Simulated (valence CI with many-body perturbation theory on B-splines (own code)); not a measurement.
Xe L: key properties

Level of theory: configuration interaction combined with many-body perturbation theory (CI+MBPT): three valence electrons over a frozen Dirac-Fock core [He], radial functions for each j: 11 s, 11 p, 10 d, 8 f, 5 g, 2 h, with the one-electron correlation potential Σ1, the two-electron term Σ2, the three-electron term Σ3, Breit, model QED; selected CI, second order for the rest, scaled by the run's own slope (own B-spline code, finite nucleus).

The last digits are not significant, and no measured levels were compared; by estimate large intervals hold to a few tenths of a per cent, small ones and those within an open d or f shell to about a per cent.

Levels are named by their leading jj configuration (3d3/2^4 stands for four electrons in 3d with j = 3/2), which in mixed levels can hold well under half, so a name can repeat and another be missing.

Rates and lifetimes use the calculated energies. Strong lines usually hold to 10 to 20 %, long lifetimes can be off by a factor of two.

(1) What is the ground level?

(2) How well does LS coupling describe the low levels?

(3) Among levels below 552.02 Ry, which E1 lines absorb most strongly from the ground level?

(4) What is the ionisation energy?

(5) Where does the other parity begin?

Answers

(1) (2s^2 2p1/2) J=1/2, composition 100 % 2s2 2p 2P°, g = 0.641.

(2) Among the lowest 20 levels the leading LS term, summed over configurations, holds 76 % on average. For single configurations the figures are 76 % in LS and 98 % in jj coupling. Terms mix most in the J = 3/2 level at 53.58 Ry, where the leading one holds 46 %.

(3) to (2s^2 3d3/2) J=3/2 at 0.2301 nm, f = 0.485; to (2s 2p1/2 3p1/2) J=3/2 at 0.2313 nm, f = 0.303; to (2s 2p1/2 3p3/2) J=3/2 at 0.2263 nm, f = 0.187.

(4) 9238.2 eV; NIST lists 9243 ± 4 eV (theoretical).

(5) At (2s 2p1/2^2) J=1/2, 12.01 Ry.
